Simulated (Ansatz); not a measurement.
Basis-set series for `O=[C](O)[GeH3]`. Total charge 0; spin multiplicity 1. Geometry: relaxed with PBE0-D4/def2-TZVP. It is one conformer, not always the lowest.

```json
{"atom": "O1", "x (Å)": "-0.352", "y (Å)": "1.812", "z (Å)": "-0.538"}
{"atom": "C2", "x (Å)": "-0.179", "y (Å)": "0.627", "z (Å)": "-0.566"}
{"atom": "O3", "x (Å)": "-0.243", "y (Å)": "-0.094", "z (Å)": "-1.699"}
{"atom": "Ge4", "x (Å)": "0.232", "y (Å)": "-0.514", "z (Å)": "1.022"}
{"atom": "H5", "x (Å)": "-0.446", "y (Å)": "0.525", "z (Å)": "-2.421"}
{"atom": "H6", "x (Å)": "-0.884", "y (Å)": "-1.554", "z (Å)": "1.180"}
{"atom": "H7", "x (Å)": "1.574", "y (Å)": "-1.219", "z (Å)": "0.788"}
{"atom": "H8", "x (Å)": "0.298", "y (Å)": "0.417", "z (Å)": "2.233"}
```

```csv
functional,basis,functions,energy (Eh),HOMO (eV),LUMO (eV)
PBE0-D4,def2-SVP,94,-2267.09163,-7.72,-0.35
PBE0-D4,def2-TZVPP,197,-2267.57864,-7.88,-0.57
ωB97M-V,def2-SVP,94,-2267.37166,-9.99,1.93
ωB97M-V,def2-TZVPP,197,-2267.86431,-10.18,1.66
```

Q: Give the rows for def2-QZVPP. (Estimate.)

A: The calculation gave: 
```
functional       basis  functions  energy (Eh)  HOMO (eV)  LUMO (eV)
   PBE0-D4  def2-QZVPP        380  -2267.63388      -7.91      -0.62
   ωB97M-V  def2-QZVPP        380  -2267.91819     -10.21       1.56
```

Positive LUMOs are unbound and depend on the basis. Scalar relativity is left out up to krypton.

All numbers were calculated with Ansatz.
